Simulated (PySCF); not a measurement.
**Computed structure and properties of [W(NH2)6]−**

System: [W(NH2)6]− (doublet); start: template (D2d). Method: PySCF 2.14.0, UKS TPSS, W def2-SVP with ECP60, N def2-SVP, H def2-SVP; non-relativistic Hamiltonian with scalar-relativistic core potentials where named; density fitting; no spin-orbit coupling.

Input of the relaxation:

```python
mol = gto.M(atom='''
W     -0.00000    -0.00000    -0.00000
N      0.00000    -0.00000     1.89000
H      0.58690     0.58690     2.48000
H     -0.58690    -0.58690     2.48000
N      0.00000     0.00000    -1.89000
H      0.58690    -0.58690    -2.48000
H     -0.58690     0.58690    -2.48000
N      1.89000    -0.00000     0.00000
H      2.48000    -0.58690     0.58690
H      2.48000     0.58690    -0.58690
N      0.00000     1.89000     0.00000
H      0.58690     2.48000     0.58690
H     -0.58690     2.48000    -0.58690
N     -1.89000     0.00000    -0.00000
H     -2.48000     0.58690     0.58690
H     -2.48000    -0.58690    -0.58690
N     -0.00000    -1.89000    -0.00000
H     -0.58690    -2.48000     0.58690
H      0.58690    -2.48000    -0.58690''',
    basis={'W': 'def2-SVP', 'N': 'def2-SVP', 'H': 'def2-SVP'},
    ecp={'W': 'def2-SVP'},
    charge=-1, spin=1)
mf = dft.UKS(mol, xc='TPSS')
mf.grids.atom_grid = (50, 194)
mf = mf.density_fit()  # fitting sets: W def2-universal-JKFIT, N def2-universal-JKFIT, H def2-universal-JKFIT
mf.conv_tol = 1e-08; mf.max_cycle = 55
mf.kernel(dm0)  # dm0: converged density of the start geometry
# quasi-Newton relaxation in Cartesian coordinates to a largest gradient under 0.00045 Eh/bohr, steps kept in the point group
```

Run from Python with OMP_NUM_THREADS=4; the lines above give its settings. Where DIIS fails, smearing, a level shift and second-order steps follow.
It took 4.2 min on 4 threads of Arm Neoverse V2, with other jobs on the host, from the converged density of the start.

Course of the relaxation:

```json
{"step": "0", "energy above end (eV)": "3.4697", "largest force component within the symmetry (eV/Å)": "5.162"}
{"step": "1", "energy above end (eV)": "1.3433", "largest force component within the symmetry (eV/Å)": "1.482"}
{"step": "2", "energy above end (eV)": "0.6044", "largest force component within the symmetry (eV/Å)": "0.464"}
{"step": "3", "energy above end (eV)": "0.2754", "largest force component within the symmetry (eV/Å)": "0.344"}
{"step": "4", "energy above end (eV)": "0.1469", "largest force component within the symmetry (eV/Å)": "0.279"}
{"step": "5", "energy above end (eV)": "0.0887", "largest force component within the symmetry (eV/Å)": "0.189"}
{"step": "6", "energy above end (eV)": "0.0418", "largest force component within the symmetry (eV/Å)": "0.181"}
{"step": "7", "energy above end (eV)": "0.0105", "largest force component within the symmetry (eV/Å)": "0.091"}
{"step": "8", "energy above end (eV)": "0.0048", "largest force component within the symmetry (eV/Å)": "0.135"}
{"step": "9", "energy above end (eV)": "0.0007", "largest force component within the symmetry (eV/Å)": "0.076"}
{"step": "10", "energy above end (eV)": "0.0001", "largest force component within the symmetry (eV/Å)": "0.023"}
{"step": "11", "energy above end (eV)": "0.0000", "largest force component within the symmetry (eV/Å)": "0.008"}
{"step": "12", "energy above end (eV)": "0.0000", "largest force component within the symmetry (eV/Å)": "0.007"}
```

Relaxed geometry (D2d):

```xyz
19

W     0.0000    0.0000    0.0000
N     0.0000    0.0000    2.0529
H     0.2072    0.8048    2.6563
H    -0.2072   -0.8048    2.6563
N     0.0000    0.0000   -2.0529
H     0.2072   -0.8048   -2.6563
H    -0.2072    0.8048   -2.6563
N     2.0850    0.0000    0.0000
H     2.6716   -0.5925    0.5925
H     2.6716    0.5925   -0.5925
N     0.0000    2.0529    0.0000
H     0.2072    2.6563    0.8048
H    -0.2072    2.6563   -0.8048
N    -2.0850    0.0000    0.0000
H    -2.6716    0.5925    0.5925
H    -2.6716   -0.5925   -0.5925
N     0.0000   -2.0529    0.0000
H    -0.2072   -2.6563    0.8048
H     0.2072   -2.6563   -0.8048
```

```tsv
contact	Å
W1–N2 (NH2)	2.053
W1–N5 (NH2)	2.053
W1–N8 (NH2)	2.085
W1–N11 (NH2)	2.053
W1–N14 (NH2)	2.085
W1–N17 (NH2)	2.053
```

On the finer grid (75, 302):

```
HOMO                                                         : 1.52 eV
LUMO                                                         : 3.01 eV
Dipole about the centre of mass                              : 0.00 D
Spin squared                                                 : 0.756
Set of Mulliken populations of W1 outside the core potential : s 2.52, p 6.83, d 3.98, f 0.14
D3(BJ) dispersion energy (not in the energies)               : -0.667 eV
```

```json
{"atom": "W1", "Mulliken (e)": "0.53", "Löwdin (e)": "-0.14", "spin (e)": "1.03"}
{"atom": "N2", "Mulliken (e)": "-0.41", "Löwdin (e)": "-0.21", "spin (e)": "-0.03"}
{"atom": "H3", "Mulliken (e)": "0.07", "Löwdin (e)": "0.04", "spin (e)": "0.02"}
{"atom": "H4", "Mulliken (e)": "0.07", "Löwdin (e)": "0.04", "spin (e)": "0.02"}
{"atom": "N5", "Mulliken (e)": "-0.41", "Löwdin (e)": "-0.21", "spin (e)": "-0.03"}
{"atom": "H6", "Mulliken (e)": "0.07", "Löwdin (e)": "0.04", "spin (e)": "0.02"}
{"atom": "H7", "Mulliken (e)": "0.07", "Löwdin (e)": "0.04", "spin (e)": "0.02"}
{"atom": "N8", "Mulliken (e)": "-0.41", "Löwdin (e)": "-0.23", "spin (e)": "-0.02"}
{"atom": "H9", "Mulliken (e)": "0.09", "Löwdin (e)": "0.04", "spin (e)": "0.00"}
{"atom": "H10", "Mulliken (e)": "0.09", "Löwdin (e)": "0.04", "spin (e)": "0.00"}
{"atom": "N11", "Mulliken (e)": "-0.41", "Löwdin (e)": "-0.21", "spin (e)": "-0.03"}
{"atom": "H12", "Mulliken (e)": "0.07", "Löwdin (e)": "0.04", "spin (e)": "0.02"}
{"atom": "H13", "Mulliken (e)": "0.07", "Löwdin (e)": "0.04", "spin (e)": "0.02"}
{"atom": "N14", "Mulliken (e)": "-0.41", "Löwdin (e)": "-0.23", "spin (e)": "-0.02"}
{"atom": "H15", "Mulliken (e)": "0.09", "Löwdin (e)": "0.04", "spin (e)": "0.00"}
{"atom": "H16", "Mulliken (e)": "0.09", "Löwdin (e)": "0.04", "spin (e)": "0.00"}
{"atom": "N17", "Mulliken (e)": "-0.41", "Löwdin (e)": "-0.21", "spin (e)": "-0.03"}
{"atom": "H18", "Mulliken (e)": "0.07", "Löwdin (e)": "0.04", "spin (e)": "0.02"}
{"atom": "H19", "Mulliken (e)": "0.07", "Löwdin (e)": "0.04", "spin (e)": "0.02"}
```

The highest filled level lies above zero, as often for anions with such functionals and bases; it isn't the detachment energy.

No frequency check is given here. The steps kept the symmetry D2d of the start, so a lower state may lie off it.

Taking off one NH2 (charge -1, singlet; the rest: doublet) in vacuum, both parts rigid, costs 4.90 eV; the small basis without counterpoise inflates it.

Rigid scan of NH2 along the line from its metal, all other atoms held (where the atom bridges, its other bond changes as well):

```tsv
distance to N2 (Å)	energy (eV)
1.75	1.182
1.85	0.442
1.95	0.094
2.05	0.000
2.15	0.069
2.25	0.237
2.45	0.713
2.75	1.476
```

One start shape was tried, so this needn't be the lowest isomer.

Open shells may have lower solutions than the one found. No other spin state of this charge was computed.
